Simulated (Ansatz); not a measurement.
`O=P(O)(O)C12CC3CC(CC(C3)C1)C2`. Charge 0, multiplicity 3. Geometry PBE-D4/def2-SVP, that of the neutral singlet; atoms count from 1.

```tsv
atom	x (Å)	y (Å)	z (Å)
O1	1.7589	-2.5059	1.9740
P2	0.3887	-1.8945	1.8560
O3	-0.1276	-1.1572	3.2390
O4	-0.7965	-2.9887	1.5089
C5	0.1205	-0.6038	0.5926
C6	-1.3362	-0.0805	0.6009
C7	-1.4909	1.0026	-0.4862
C8	-1.1685	0.3978	-1.8669
C9	0.2827	-0.1218	-1.8775
C10	1.2499	1.0423	-1.5866
C11	0.9280	1.6478	-0.2064
C12	-0.5234	2.1671	-0.1962
C13	1.0934	0.5680	0.8801
C14	0.4458	-1.2081	-0.7971
H15	0.4757	-1.4220	3.9614
H16	-0.4250	-3.8833	1.6417
H17	-1.5797	0.3355	1.6008
H18	-2.0377	-0.9203	0.4148
H19	-2.5377	1.3748	-0.4761
H20	-1.3056	1.1639	-2.6606
H21	-1.8725	-0.4319	-2.0940
H22	0.5155	-0.5630	-2.8701
H23	1.1595	1.8202	-2.3754
H24	2.3004	0.6800	-1.6085
H25	1.6268	2.4845	0.0078
H26	-0.6485	2.9661	-0.9587
H27	-0.7588	2.6222	0.7903
H28	2.1368	0.1878	0.9004
H29	0.8784	0.9901	1.8844
H30	1.4821	-1.6075	-0.7949
H31	-0.2346	-2.0623	-0.9980
```

At PBE0-D4/def2-SVP a singlet of charge 0 lies 7.46 eV below the triplet at the same geometry.

Q: Estimate the Mulliken populations of the heavy atoms from the PBE0/def2-SVP orbitals of Ansatz.

A: 
```json
{"atom": "O1", "charge (e)": "-0.30", "spin (α − β)": "0.52"}
{"atom": "P2", "charge (e)": "0.90", "spin (α − β)": "0.24"}
{"atom": "O3", "charge (e)": "-0.30", "spin (α − β)": "0.03"}
{"atom": "O4", "charge (e)": "-0.30", "spin (α − β)": "0.03"}
{"atom": "C5", "charge (e)": "-0.62", "spin (α − β)": "0.18"}
{"atom": "C6", "charge (e)": "0.16", "spin (α − β)": "0.01"}
{"atom": "C7", "charge (e)": "-0.18", "spin (α − β)": "0.06"}
{"atom": "C8", "charge (e)": "0.06", "spin (α − β)": "-0.02"}
{"atom": "C9", "charge (e)": "-0.17", "spin (α − β)": "0.03"}
{"atom": "C10", "charge (e)": "0.07", "spin (α − β)": "-0.02"}
{"atom": "C11", "charge (e)": "-0.17", "spin (α − β)": "0.03"}
{"atom": "C12", "charge (e)": "0.06", "spin (α − β)": "-0.02"}
{"atom": "C13", "charge (e)": "0.14", "spin (α − β)": "-0.01"}
{"atom": "C14", "charge (e)": "0.14", "spin (α − β)": "-0.01"}
```
Mulliken values depend strongly on the basis.

Q: Where does the spin sit?

A: Summed by element: O 0.57, P 0.24, C 0.23, H 0.95, of 2 unpaired in all. Largest on single atoms: O1 0.52, H15 0.25, H16 0.25.

Q: And the Mayer bond orders between heavy atoms (over 0.3)?

A: O1–P2 1.56 (1.51 Å); P2–O3 1.06 (1.65 Å); P2–O4 1.06 (1.65 Å); P2–C5 0.73 (1.83 Å); C5–C6 0.97 (1.55 Å); C5–C13 0.97 (1.55 Å); C5–C14 0.97 (1.55 Å); C6–C7 0.99 (1.54 Å); C7–C8 1.03 (1.54 Å); C7–C12 1.03 (1.54 Å); C8–C9 1.04 (1.54 Å); C9–C10 1.03 (1.54 Å); C9–C14 1.01 (1.54 Å); C10–C11 1.03 (1.54 Å); C11–C12 1.04 (1.54 Å); C11–C13 1.01 (1.54 Å).
